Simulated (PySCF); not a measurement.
# LDA on Ti⁺ (titanium, charge +1)

Configuration: [Ar] 3d2 4p1, one real determinant (an excited configuration). All numbers are calculated (PySCF 2.14, no relativity, point nucleus, in aug-cc-pVDZ).

```json
{
  "Total energy": "-846.901 hartree",
  "One-electron energy": "-1155.767 hartree",
  "Hartree (Coulomb) energy": "348.594 hartree",
  "Exchange-correlation energy": "-39.728 hartree",
  "Kinetic energy": "847.45457 hartree",
  "⟨S²⟩": "3.7501",
  "⟨L²⟩": "13.919",
  "Sum of ⟨r⟩": "17.85 bohr",
  "Sum of ⟨r²⟩": "33.59 bohr²",
  "Traceless quadrupole moment −½Σ⟨3z² − r²⟩ along its main axis": "-6.68 e·bohr²",
  "Density at the nucleus (Gaussians lack the cusp)": "7080 bohr⁻³",
  "Spin density at the nucleus": "-0.0213 bohr⁻³",
  "Langevin diamagnetic susceptibility": "-26.6 ×10⁻⁶ cm³/mol"
}
```

```
shell  electrons  mean orbital energy (eV)  spread (eV)  rms radius, mean of both spins (bohr)
 1s α          1                   -4832.2            0                                 0.0813
 1s β          1                   -4832.2            0                                 0.0813
 2s α          1                   -538.44            0                                  0.357
 2s β          1                   -537.81            0                                  0.357
 2p α          3                   -452.10        0.058                                  0.323
 2p β          3                   -451.59        0.084                                  0.323
 3s α          1                   -70.741            0                                   1.09
 3s β          1                   -68.954            0                                   1.09
 3p α          3                   -47.956        0.166                                   1.19
 3p β          3                   -46.184        0.192                                   1.19
 3d α          2                   -13.712        0.114                                   1.65
 4p α          1                    -7.787            0                                   4.05
```

⟨L²⟩ = 13.92 against 20 for a pure G term, so this real determinant mixes terms.
